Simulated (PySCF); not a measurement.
Isomers of C4H9F3Si2 and their computed core-level spectra.

Method used: PySCF 2.14.0, delta-SCF UKS SCAN, pcX-2 on the ionised atom, pcseg-1 elsewhere, spin-free X2C. Geometries: PBE0-D3(BJ)/def2-SVP; isolated species, one conformer each.

Line lists (1s up to Mg, 2p3/2 beyond; areas count atoms within a level, one atom standing for each set equivalent by bonding):
1. C 1s: 289.76 (area 1), 289.97 (area 1), 291.56 (area 1), 297.94 (area 1) eV; F 1s: 693.78 eV; Si 2p3/2: 106.67 eV
2. C 1s: 290.43 (area 2), 291.55 (area 1), 297.95 (area 1) eV; F 1s: 693.84 eV; Si 2p3/2: 106.25 eV
3. C 1s: 290.46 (area 1), 290.47 (area 1), 290.75 (area 1), 297.91 (area 1) eV; F 1s: 693.82 eV; Si 2p3/2: 106.75 (area 1), 107.00 (area 1) eV
4. C 1s: 289.69 (area 2), 290.20 (area 1), 297.09 (area 1) eV; F 1s: 693.48 eV; Si 2p3/2: 106.47 (area 1), 106.86 (area 1) eV
5. C 1s: 290.52 (area 1), 291.08 (area 1), 293.07 (area 1), 294.99 (area 1) eV; F 1s: 693.32 (area 1), 694.06 (area 1), 694.18 (area 1) eV; Si 2p3/2: 106.78 (area 1), 106.84 (area 1) eV

Structures:
A. `[SiH2]1C[SiH2]C1CC(F)(F)F`
B. `C[Si@H]1C[Si@@H](C(F)(F)F)C1`
C. `C1C(C[SiH2][SiH2]1)C(F)(F)F`
D. `FC(F)=C(F)[C@@H]([SiH3])C[SiH3]`
E. `C[SiH2]/C=C(\[SiH3])C(F)(F)F`

**Question.** Which list belongs to which compound?

**Answer.** 
- 1 = A: no other candidate has these counts of sites. C 1s: 289.76 sp3 carbon bound to silicon, 289.97 sp3 carbon bound to silicon, 291.56 chain CH2 carbon, 297.94 CF3 carbon; F 1s: 693.78 fluorine of a CF3 group (×3); Si 2p3/2: 106.67 SiH2 silicon (×2).
- 2 = C: no other candidate has these counts of sites. C 1s: 290.43 sp3 carbon bound to silicon (×2), 291.55 sp3 CH carbon, 297.95 CF3 carbon; F 1s: 693.84 fluorine of a CF3 group (×3); Si 2p3/2: 106.25 SiH2 silicon (×2).
- 3 = E: no other candidate has these counts of sites. C 1s: 290.46 Si-methyl carbon, 290.47 alkene CH carbon, 290.75 fully substituted alkene carbon, 297.91 CF3 carbon; F 1s: 693.82 fluorine of a CF3 group (×3); Si 2p3/2: 106.75 SiH2 silicon, 107.00 SiH3 silicon.
- 4 = B: no other candidate has these counts of sites. C 1s: 289.69 sp3 carbon bound to silicon (×2), 290.20 Si-methyl carbon, 297.09 CF3 carbon; F 1s: 693.48 fluorine of a CF3 group (×3); Si 2p3/2: 106.47 SiH silicon, 106.86 SiH silicon.
- 5 = D: no other candidate has these counts of sites. C 1s: 290.52 sp3 carbon bound to silicon, 291.08 sp3 carbon bound to silicon, 293.07 vinylic C–F carbon, 294.99 =CF2 carbon; F 1s: 693.32 vinyl fluorine, 694.06 vinyl fluorine, 694.18 vinyl fluorine; Si 2p3/2: 106.78 SiH3 silicon, 106.84 SiH3 silicon.

Spin–orbit and ligand-field terms were added within each 2p shell after the spin-free SCF.
